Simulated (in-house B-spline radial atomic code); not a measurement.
## RPA and G0W0 on LC-wPBE: Ni5+

Configuration [Ar] 3d5, highest spin, mean-field start LC-wPBE. Computed with an all-electron radial atomic-structure program (B-spline basis): all electrons, non-relativistic, point nucleus, each spin shell either full or empty, empty states to l = 9 with an (l + 1/2)⁻⁴ tail; G0W0 by contour deformation at full frequency.

Command:
```bash
python run_gw.py task.json out
```
Settings (radii: box in bohr, nucleus in fm):
```
Z                        28
electrons                23
configuration            [Ar] 3d5
hamiltonian              nr
method                   lc_wpbe
lmax                     9
spin_polarised           True
box_radius               10.43
intervals                49
```

Time taken, with all properties: 1.1 s on 1 thread of Intel(R) Xeon(R) 6975P-C (Granite Rapids) (shared host).

Energies (hartree):

```csv
term,value
mean-field total,-1500.93234
Hartree-Fock functional on these orbitals,-1500.12561
direct second order,-1.716
second-order exchange,0.56125
SOSEX correction,0.52352
```

(1) What is the RPA correlation energy, and what remains with SOSEX?

Quasi-particle levels (eV):

```tsv
level	occupied	mean field	Σx - vxc	Σc	QP weight	G0W0
3d up	yes	-101.07	-8.93	?	?	?
3p down	yes	-158.03	-7.54	0.38	0.959	-165.19
3s down	yes	-196.47	-15.76	7.10	0.864	-205.13
3d down	no	-82.77	11.15	-5.30	0.966	-76.93
```

G0W0 = mean field + (Σx - vxc) + Σc, with Σc (partial-wave tail included) taken at the quasi-particle energy. Only the outer levels were computed. Levels of low weight are left out.

(2) Where does G0W0 put 3d up?

Results:

(1) RPA gives -1.538 hartree (-1.82 eV per electron); RPA + SOSEX gives -1.0145, and the second-order doubles -1.1547 hartree (no singles). SOSEX takes back 34 % of the RPA value.

(2) At -108.71 eV, with Σc = 1.29 eV and a quasi-particle weight of 0.964. The tabulated removal energy is 108 ± 1 eV (NIST, semi-empirical); the calculation leaves out relativity, Breit and QED terms, and what these don't explain is the method's own error.
